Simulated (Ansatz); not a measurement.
A nudged elastic band was laid between two geometries of BrH + Cl2H2OSn (8 atoms, charge 0, multiplicity 1).

These are results of RKS PBE0/def2-SVP (Ansatz 0.2.0), not measurements.

| Property | Result |
| --- | --- |
| movable images | 7 |
| climbing image | yes |
| spring | 5.0 eV/Å² |
| optimiser | quadratic models (default) |
| start path | through a guess of the saddle point |
| force threshold | 0.03 eV/Å |
| iteration limit | 60 |
| end points | relaxed |

Image 0:

```xyz
8
Properties=species:S:1:pos:R:3
Sn -0.141 -0.138 -0.093
O -0.246 1.275 1.300
H -0.447 2.159 0.966
Cl 1.273 0.655 -1.766
Cl -2.268 -0.304 -1.032
H 0.379 -1.572 0.638
Br 2.106 0.518 3.293
H 0.996 1.056 2.519
```

Image 8:

```xyz
8
Properties=species:S:1:pos:R:3
Sn 0.597 -0.045 0.049
O -0.675 0.669 2.140
H -1.315 1.297 1.773
Cl 1.731 -0.574 -1.947
Cl -1.091 1.381 -0.786
H 0.111 -1.542 0.676
Br 2.353 1.257 1.262
H -0.059 1.207 2.657
```

Question: What changes between the two ends?

Answer: Bonds broken: Sn1–O2, Br7–H8. Bonds formed: Sn1–Br7, O2–H8. BrH + Cl2H2OSn becomes BrCl2H3OSn.

Question: Give the energies along the band, and the barrier.

Answer: The run converged. The highest image is number 2 of 0 to 8, 2.1 kcal/mol above the first end and 25.4 kcal/mol above the last; the last end lies 23.3 kcal/mol below the first. A vibrational analysis at the climbing image gives one clearly imaginary mode, 357i cm⁻¹: a first-order saddle point. The orbitals stay closed-shell, which can raise the energy where a bond breaks towards radicals; this wasn't checked here.

```
image  path coordinate (Å)  energy (kcal/mol)  Sn1–O2 (Å)  Br7–H8 (Å)  Sn1–Br7 (Å)
    0                 0.00                0.0        1.99        1.46         4.12
    1                 0.70                0.2        1.99        1.46         3.81
    2                 1.41                2.1        2.04        1.59         3.21
    3                 2.13               -9.8        2.21        2.10         2.73
    4                 2.84              -14.2        2.31        2.63         2.57
    5                 3.56              -15.0        2.34        2.67         2.56
    6                 4.28              -17.5        2.41        2.64         2.54
    7                 4.99              -21.3        2.48        2.65         2.52
    8                 5.71              -23.3        2.55        2.79         2.50
```

Question: What is the geometry of the highest image?

Answer: 
```xyz
8
Properties=species:S:1:pos:R:3
Sn 0.039 -0.155 0.111
O -0.385 1.161 1.615
H -0.853 1.971 1.365
Cl 1.374 0.898 -1.469
Cl -2.084 -0.171 -0.884
H 0.417 -1.713 0.637
Br 2.296 0.511 2.289
H 0.848 1.148 2.162
```

Question: What are the harmonic wavenumbers there?

Answer: 357i, 50, 77, 107, 117, 149, 311, 378, 395, 490, 541, 573, 671, 775, 1029, 1325, 2027, 3839 cm⁻¹.

The band took 34 iterations and roughly 30 core-minutes.

Run time: 9.3 min on 4 threads of Arm Neoverse V2 (shared host), peak memory 0.41 GiB.
